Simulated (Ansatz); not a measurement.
Relaxation of C2H9BSSi (14 atoms, charge 0, multiplicity 1), to a largest force component of 0.015 eV/Å in at most 40 steps.

These are results of RKS PBE-D4/def2-SVP (Ansatz), not measurements.

```xyz
14
Properties=species:S:1:pos:R:3:forces:R:3
B -0.827 1.411 0.040 -1.25 0.43 -0.75
C -0.275 0.022 0.393 1.38 1.43 -0.29
C 0.704 0.127 1.524 1.59 -0.27 1.62
Si 0.614 -0.705 -1.132 -2.96 -0.88 0.19
S -0.928 -1.062 -2.675 -0.32 -0.73 0.93
H -1.707 1.567 -0.807 0.19 -0.13 0.13
H -0.491 2.430 0.602 0.36 0.08 0.10
H -1.067 -0.623 0.697 -1.42 -1.17 -0.08
H 1.596 0.796 1.302 -0.62 -0.47 0.07
H 0.250 0.543 2.469 0.13 -0.14 -0.47
H 1.115 -0.883 1.814 0.00 0.45 -0.04
H 1.181 -1.991 -0.752 0.63 -0.68 0.26
H 1.527 0.226 -1.648 1.46 1.26 -0.83
H -1.706 -1.887 -1.800 0.82 0.82 -0.85
```

Where does it end, and by what steps?

The forces met the threshold. After 20 steps the energy has fallen by 0.545 eV; H13 moved furthest, 0.95 Å.

```
step  energy less start (eV)  largest force component (eV/Å)  accepted
   0                  0.0000                           2.962       yes
   1                 -0.4084                           0.884       yes
   2                 -0.4759                           0.340       yes
   3                 -0.4191                           0.633        no
   4                 -0.5022                           0.142       yes
   5                 -0.5119                           0.140       yes
   6                 -0.5195                           0.097       yes
   7                 -0.5225                           0.086       yes
   8                 -0.5250                           0.111       yes
   9                 -0.5267                           0.128       yes
  10                 -0.5283                           0.103       yes
  11                 -0.5298                           0.206       yes
  12                 -0.5323                           0.219       yes
  13                 -0.5347                           0.176       yes
  14                 -0.5391                           0.128       yes
  15                 -0.5412                           0.118       yes
  16                 -0.5431                           0.082       yes
  17                 -0.5443                           0.064       yes
  18                 -0.5450                           0.036       yes
  19                 -0.5452                           0.043       yes
  20                 -0.5455                           0.014       yes
```

```xyz
14
Properties=species:S:1:pos:R:3
B -0.577 1.575 -0.040
C -0.373 0.153 0.510
C 0.579 -0.108 1.683
Si 0.368 -0.440 -1.192
S -1.064 -1.478 -2.427
H -1.503 1.812 -0.797
H 0.240 2.453 0.185
H -1.309 -0.444 0.556
H 1.515 0.478 1.583
H 0.106 0.206 2.637
H 0.860 -1.176 1.789
H 1.575 -1.278 -0.869
H 0.818 0.710 -2.054
H -1.248 -2.492 -1.535
```

Time of the run: 45 s on 2 threads of Intel(R) Xeon(R) Platinum 8375C CPU @ 2.90GHz (Ice Lake) (shared host), peak memory 0.18 GiB.
